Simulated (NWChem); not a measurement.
System: ditellurium (Te2, triplet); SMILES [Te]=[Te]

NWChem input:

```
start job
memory heap 200 mb stack 900 mb global 1100 mb
geometry units angstroms noautoz
  Te     0.000000     0.000000     1.281807
  Te     0.000000     0.000000    -1.281807
end
basis spherical
  * library def2-svpd
end
ecp
  Te library def2-ecp
end
basis "cd basis" spherical
  * library "Weigend Coulomb Fitting"
end
dft
  odft
  mult 3
  xc xpbe96 cpbe96
  iterations 150
end
task dft gradient
```

Parts of the log:

```
             Northwest Computational Chemistry Package (NWChem) 7.3.0
             --------------------------------------------------------

 ORDER OF PRIMARY AXIS IS BEING SET TO 4
 D4H symmetry detected

                             Geometry "geometry" -> ""
                             -------------------------

 Output coordinates in angstroms (scale by  1.889725989 to convert to a.u.)

  No.       Tag          Charge          X              Y              Z
 ---- ---------------- ---------- -------------- -------------- --------------
    1 Te                  52.0000     0.00000000     0.00000000     1.28180700
    2 Te                  52.0000     0.00000000     0.00000000    -1.28180700

 Effective nuclear repulsion energy (a.u.)     558.1555106561

      Symmetry information
      --------------------

 Group name             D4h
 Group number             28
 Group order              16
 No. of unique centers     1

 Summary of "cd basis" -> "" (spherical)
 ------------------------------------------------------------------------------
       Tag                 Description            Shells   Functions and Types
 ---------------- ------------------------------  ------  ---------------------
 *                  Weigend Coulomb Fitting           on all atoms

  pbe96 is a nonlocal functional; adding pw91lda local functional.

                                 NWChem DFT Module
                                 -----------------

 Summary of "ao basis" -> "ao basis" (spherical)
 ------------------------------------------------------------------------------
       Tag                 Description            Shells   Functions and Types
 ---------------- ------------------------------  ------  ---------------------
 Te                        def2-svpd                13       35   5s5p3d

 Summary of "cd basis" -> "cd basis" (spherical)
 ------------------------------------------------------------------------------
       Tag                 Description            Shells   Functions and Types
 ---------------- ------------------------------  ------  ---------------------
 Te                 Weigend Coulomb Fitting         18       58   8s4p3d2f1g

      Symmetry analysis of basis
      --------------------------

        a1g        13
        a1u         0
        a2g         0
        a2u        13
        b1g         3
        b1u         3
        b2g         3
        b2u         3
        eg         16
        eu         16

            General Information
            -------------------
          SCF calculation type: DFT
          Wavefunction type:  spin polarized.
          No. of atoms     :     2
          No. of electrons :    48
           Alpha electrons :    25
            Beta electrons :    23
          Charge           :     0
          Spin multiplicity:     3
          Use of symmetry is: on ; symmetry adaption is: on
          Maximum number of iterations: 150
          AO basis - number of functions:    70
                     number of shells:    26
          A Charge density fitting basis will be used.
          CD basis - number of functions:   116
                     number of shells:    36
          Convergence on energy requested:  1.00D-06
          Convergence on density requested:  1.00D-05
          Convergence on gradient requested:  5.00D-04

              XC Information
              --------------
          PerdewBurkeErnzerhof Exchange Functional  1.000
            Perdew 1991 LDA Correlation Functional  1.000 local
           PerdewBurkeErnz. Correlation Functional  1.000 non-local

             Grid Information
             ----------------
          Grid used for XC integration:  medium
          Radial quadrature: Mura-Knowles
          Angular quadrature: Lebedev.
          Tag              B.-S. Rad. Rad. Pts. Rad. Cut. Ang. Pts.
          ---              ---------- --------- --------- ---------
          Te                  1.40      123          14.0       590
          Grid pruning is: on
          Number of quadrature shells:   123
          Spatial weights used:  Erf1

      Superposition of Atomic Density Guess
      -------------------------------------

 Sum of atomic energies:        -622.44325928

      Non-variational initial energy
      ------------------------------

 Total energy =    -534.001205
 1-e energy   =   -1170.770237
 2-e energy   =     517.872001
 HOMO         =      -0.180758
 LUMO         =      -0.180758

 !!!!!!!!!!!!!!!!!!!!!!!!!!!!!!!!!!!!!!!!!!!!!!!!!!!!!!!!!!!!!!!!!!!!!!
 Warning - the HOMO and LUMO are degenerate and you are using symmetry.
 This can lead to non-variational energies and poor convergence.
 Modify the initial guess, or use an open-shell wavefunction, or turn
 off symmetry.
 !!!!!!!!!!!!!!!!!!!!!!!!!!!!!!!!!!!!!!!!!!!!!!!!!!!!!!!!!!!!!!!!!!!!!!

   Symmetry analysis of molecular orbitals - initial alpha
   -------------------------------------------------------

 !! scf_movecs_sym_adapt:   12 vectors were symmetry contaminated

  Symmetry fudging

 !! scf_movecs_sym_adapt:   12 vectors were symmetry contaminated

  Numbering of irreducible representations:

     1 a1g         2 a1u         3 a2g         4 a2u         5 b1g
     6 b1u         7 b2g         8 b2u         9 eg         10 eu

  Orbital symmetries:

     1 a1g         2 a2u         3 a1g         4 a2u         5 eu
     6 eu          7 eg          8 eg          9 a1g        10 eu
    11 eu         12 b1g        13 b2g        14 eg         15 eg
    16 b2u        17 b1u        18 a2u        19 a1g        20 a2u
    21 a1g        22 eu         23 eu         24 eg         25 eg
    26 a2u        27 a2u        28 a1g        29 eu         30 eu
    31 a1g        32 eg         33 eg         34 b1g        35 b2g

   Symmetry analysis of molecular orbitals - initial beta
   ------------------------------------------------------

 !! scf_movecs_sym_adapt:   12 vectors were symmetry contaminated

  Symmetry fudging

 !! scf_movecs_sym_adapt:   12 vectors were symmetry contaminated

  Numbering of irreducible representations:

     1 a1g         2 a1u         3 a2g         4 a2u         5 b1g
     6 b1u         7 b2g         8 b2u         9 eg         10 eu

  Orbital symmetries:

     1 a1g         2 a2u         3 a1g         4 a2u         5 eu
     6 eu          7 eg          8 eg          9 a1g        10 eu
    11 eu         12 b1g        13 b2g        14 eg         15 eg
    16 b2u        17 b1u        18 a2u        19 a1g        20 a2u
    21 a1g        22 eu         23 eu         24 eg         25 eg
    26 a2u        27 a2u        28 a1g        29 eu         30 eu
    31 a1g        32 eg         33 eg         34 b1g        35 b2g

      3 Center 2 Electron Integral Information
      ----------------------------------------
          Maximum number of 3-center 2e- integrals is:          568400.
            This is reduced with Schwarz screening to:          500656.
            Incore requires a per proc buffer size of:          424445.
          Minimum dble words available (all nodes) is:       144161364
                   This is reduced (for later use) to:       143790197
                      proc 0 Suggested buffer size is:          424445
                         Max Suggested buffer size is:          424445
                              no. integral batches is:            1000

           0.424 MW buffer allocated for incore 3-center
          2e- integral storage on stack.

   convergence    iter        energy       DeltaE   RMS-Dens  Diis-err
 ---------------- ----- ----------------- --------- --------- ---------
 d= 0,ls=0.0,diis     1   -536.0283132087 -6.55D+02  8.28D-03  3.96D-02
                                                     8.38D-03  3.50D-02
 d= 0,ls=0.0,diis     2   -536.0413027332 -1.30D-02  3.28D-03  1.50D-02
                                                     2.96D-03  1.16D-02
 d= 0,ls=0.0,diis     3   -536.0501179649 -8.82D-03  8.71D-04  3.54D-03
                                                     8.26D-04  3.12D-03
 d= 0,ls=0.0,diis     4   -536.0524041352 -2.29D-03  1.49D-04  2.04D-05
                                                     1.15D-04  1.50D-05
 d= 0,ls=0.0,diis     5   -536.0524138705 -9.74D-06  3.05D-05  3.07D-06
                                                     3.60D-05  3.20D-06
  Resetting Diis
 d= 0,ls=0.0,diis     6   -536.0524157326 -1.86D-06  3.34D-06  3.83D-09
                                                     3.20D-06  1.77D-09
 d= 0,ls=0.0,diis     7   -536.0524157387 -6.13D-09  9.33D-08  6.30D-12
                                                     1.53D-07  1.67D-11

         Total DFT energy =     -536.052415738737
      One electron energy =    -1171.310852539962
           Coulomb energy =      557.883710332346
    Exchange-Corr. energy =      -41.522305386863
 Nuclear repulsion energy =      118.897031855742

 Numeric. integr. density =       48.000000061739

                  Occupations of the irreducible representations
                  ----------------------------------------------

[...]

                         DFT ENERGY GRADIENTS

    atom               coordinates                        gradient
                 x          y          z           x          y          z
   1 Te      0.000000   0.000000   2.422264    0.000000   0.000000  -0.011156
   2 Te      0.000000   0.000000  -2.422264    0.000000   0.000000   0.011156
```

Level: PBE/def2-SVPD with def2 effective core potentials on Te, spin-unrestricted, Coulomb fitting. All runs use the structure optimised with PBE0/def2-SVP, spin-unrestricted. No stability test was run on the SCF state. def2 effective core potentials on Te; no spin-orbit coupling.
